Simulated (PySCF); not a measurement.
# Polarisability and C₆ of S⁺ (sulfur, charge +1)

[Ne] 3s1 3p3 4s1, high-spin 6S determinant (an excited configuration). Computed with PySCF 2.14 in dyall-av2z, with the non-relativistic Hamiltonian (point nucleus). Coupled (time-dependent) response in atomic units; α is the mean over directions. A double-zeta set is small for polarisabilities.

```csv
method,mean α (bohr³),C₆ (like pair),S(−4)
UHF,160.1,1629,24620
PBE,132.7,1257,16590
PBE0,142.5,1392,19140
B97-3,139.4,1365,17850
BHandHLYP,139.0,1339,18280
```

S(−4) is the Cauchy moment in α(ω) = α(0) + S(−4) ω² + …

α(iu) at PBE0:

```csv
u (hartree),α(iu) (bohr³)
0,142.5
0.0500,107.1
0.100,62.88
0.200,26.48
0.300,15.39
0.500,8.045
0.750,4.752
1.00,3.154
1.50,1.661
2.00,1.016
3.00,0.4943
5.00,0.1966
```

A single London oscillator, α(iu) = α/(1 + u²/ω²), gives C₆ = (3/4) ω α². Matching the computed C₆ needs ω = 4 × 1392 / (3 × 142.5²) = 0.0914 hartree.

For an ion, C₆ is the dispersion term alone; charge-induced terms of lower order in 1/R come first.

The outer electron is Rydberg-like, and this basis confines it to a smaller radius and binds it less than a complete one would.
